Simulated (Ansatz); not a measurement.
Calculated with Ansatz (gas phase, PBE0-D4/def2-TZVP geometries, no zero-point term in ΔE). CBS: MP2 limit from def2 TZ/QZ plus the TZ coupled-cluster correction, frozen cores. This one scheme is used for every species. Functionals use def2-TZVPP. For Br outer-core shells are correlated without core-valence functions, which leaves a few kJ/mol of doubt a bond. Scalar relativity is left out up to krypton. Each species was taken in one conformer, which may not be the lowest.

Consider the ligand exchange at a B–O bond: `NB(O)Cl` + HBr → `NB(Cl)Br` + H₂O.

CCSD(T)/CBS gives +41.2 kJ/mol.

(1) Another level gave +49.2 kJ/mol. Which?
A. CAM-B3LYP/def2-TZVPP
B. revPBE/def2-TZVPP
C. r2SCANh-D4/def2-TZVPP
D. MP2/def2-TZVPP

Largest T1 diagnostic among the species: 0.011.

## Answers

(1) C. r2SCANh-D4 49.2, CAM-B3LYP 59.7, MP2/def2-TZVPP 39.1, revPBE 43.2 kJ/mol.

The D4 term adds −4.8 kJ/mol with B3LYP and −2.5 kJ/mol with PBE0; it sums over pairs of atoms, weighted by their polarisabilities, and B3LYP, whose exchange is more repulsive, gets the larger term. In def2-TZVPP, CCSD(T) changes the Hartree–Fock value by −17.1 kJ/mol (the triples alone add −3.0 kJ/mol) and MP2 by −24.6 kJ/mol.

B3LYP here is the variant with VWN-RPA as its local correlation; programs differ in this.
